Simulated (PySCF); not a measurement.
CBr, SMILES [C]Br (connectivity only; charge and spin as stated), neutral, multiplicity 2.

Geometry optimised at B3LYP-D3(BJ)/def2-TZVPD.

Method: PBE/def2-TZVPD (PySCF).

Isolated molecule, no solvent.

Computed frontier levels, dipole moment:
```
Quantity                                                           Value
-----------------------------------------------  -----------------------
α spin, highest occupied and lowest empty level       -5.00 and -4.65 eV
β spin, highest occupied and lowest empty level       -7.88 and -4.23 eV
dipole moment                                                     1.60 D
⟨S²⟩                                             0.754 (pure state 0.75)
```
